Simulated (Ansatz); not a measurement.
A search over several starts for the lowest SCF solution of Si3W⁻ at the given spin, in a small basis.

```yaml
crystal:
  periodic: [false, false, false]
  atoms:
    - {symbol: W, position_ang: [0.260437, -1.165988, 0.234430]}
    - {symbol: Si, position_ang: [-1.742024, -0.087163, 0.183775]}
    - {symbol: Si, position_ang: [0.856830, 0.900065, 1.021939]}
    - {symbol: Si, position_ang: [0.624757, 0.353087, -1.440144]}
basis:
  gaussian: {orbitals: def2-SVP, initial_orbitals: start.molden}
total_charge: -1
magnetization: {spin_polarized: true, initial_magnetization: 1}
hamiltonian: {xc: pbe0, dispersion: d4}
output: {orbitals: {seedname: orbitals}}
```

The file start.molden holds the orbitals of an earlier run on this structure, at another level or in another basis.

```sh
$ ansatz run in.yaml --threads 4 --pin off --events-out ev --progress --plain --max-ram 3916MiB
```

Output, abridged:

```
Functional definition: PBE0
815 factors; integrals over basis functions are off by at most 7.1e-4 eV
mean field evaluation 1: about -25439.0047 eV, gradient 1.6e1 eV
mean field evaluation 2: about -25439.0487 eV, gradient 2.1e-1 eV
mean field evaluation 4: about -25439.0739 eV, gradient 8.5e-3 eV
mean field evaluation 8: about -25439.0739 eV, gradient 2.4e-5 eV
mean field evaluation 16: about -25433.3763 eV, gradient 3.2e1 eV
mean field evaluation 32: about -25439.0739 eV, gradient 8.3e-3 eV
mean field evaluation 64: about -25438.8719 eV, gradient 2.0e0 eV
mean field -25439.07389405 eV, -934.8687223826 hartree, gradient 9.5e-6 eV, S^2 0.763262; 9 other end points of the search recorded, 0 dependent functions left out
reference -25439.07391972 eV, -934.8687233262 hartree; 29, 28 occupied and 57, 58 virtual orbitals, 815 factors
Total energy: -25439.32340669 eV, -934.8778918032 hartree
```

It took 12 s on 4 threads of Arm Neoverse V2 on a shared host.

In the def2 sets W takes a core potential; there is no spin–orbit coupling. The highest occupied level of the charge -1 doublet lies above zero (up to 0.36 eV). By energy differences its removal costs 1.24 eV (vertical, to the charge 0 singlet, at PBE0-D4/def2-TZVPD). Another isomer (doublet) lies 0.05 eV lower at r2SCAN-D4/def2-TZVPD.
